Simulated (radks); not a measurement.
He+, configuration 2p1 (not the ground configuration).

All-electron calculation, non-relativistic Kohn-Sham, BP86, spin-polarised, spherical densities, point nucleus; open shells are filled with parallel spins first. Program: a radial shooting solver on a logarithmic mesh with Libxc functionals.

Energy parts (hartree):
total: -0.50396
kinetic: 0.49497
electron-nucleus: -0.99490
Hartree: 0.18131
exchange-correlation: -0.18534

Orbitals (lengths in bohr, moments of r in powers of bohr; r(90%) holds 90 % of the orbital's charge):
[
 {"orbital": "2p up", "occ.": "1", "eigenvalue (hartree)": "-0.37461", "r(90%)": "3.99"}
]

The highest occupied level is 2p up at -10.194 eV. The density falls to 0.001 e/bohr^3 at r = 3.62 bohr. The electron density at the nucleus is 9.593e-16 e/bohr^3.
